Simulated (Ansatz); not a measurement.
Species: C, charge 0, triplet.

Hartree-Fock and CCSD correlation energies in hartree (Ansatz, a quantum-chemistry and plane-wave program). UHF or UKS for unpaired electrons; spin-orbit terms are left out. Cores are frozen in correlated methods. No relativity.

| basis | X | E(HF) | E(corr, CCSD) |
|---|---|---|---|
| cc-pVTZ | 3 | -37.69157 | -0.08716 |
| cc-pVQZ | 4 | -37.69331 | -0.09087 |
| cc-pV5Z | 5 | -37.69368 | withheld |

Question: Fit E(corr) = E∞ + A/X³ to X = 3 and 4, predict X = 5, and compare with the run.

Answer: A = (-0.08716 - (-0.09087))/(1/27 - 1/64) = 0.1733; E∞ = -0.09087 - A/64 = -0.09358; at X = 5, E∞ + A/125 = -0.09219. The run gave -0.09209, 0.10 mEh above the prediction. The same form on X = 4 and 5 gives E∞ = -0.09337, 0.21 mEh above the first estimate.
